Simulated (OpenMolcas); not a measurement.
An OpenMolcas run meant for C (ANO-R3, X2C; inactive shells 1s 2s; intended active space 2 electrons in 3 orbitals (2p)). One step of its input:

```
&CASPT2
Multistate=3 1 2 3
Frozen=0 0
IPEA=-0.25
Imaginary=0.1
MaxIter=60
WThr=0.0 0.3 0.05
PrWF=0.5
NoMix
```

The run finished. Its levels beside those of a sound run (SS-CASPT2, IPEA 0.25 Eh, imaginary shift 0.1 Eh (closed shells correlated: 1s 2s)), in cm⁻¹ above each run's lowest level:

```json
{"Level": "2s² 2p² ³P₀", "This run": "0.0", "Usual run": "0.0"}
{"Level": "2s² 2p² ³P₁", "This run": "15.5", "Usual run": "15.5"}
{"Level": "2s² 2p² ³P₂", "This run": "46.2", "Usual run": "46.2"}
{"Level": "2s² 2p² ¹D₂", "This run": "11659", "Usual run": "10268"}
{"Level": "2s² 2p² ¹S₀", "This run": "23531", "Usual run": "23097"}
```

**Question.** Which setting is unsound, and how much does it matter here?

**Answer.** The IPEA shift is negative. Against the sound run the excited levels shown move by 460 cm-1 on average and by 1400 cm-1 at most.

CASPT2 breaks the degeneracy within a term, and the mean is taken; among the terms shown or strongly mixed into the levels shown the widest spread is 800 cm-1 (2s² 2p² ¹D, this run). With the s shell closed, the reference lacks s² → p² mixing. Levels of configurations outside the active space are missing.
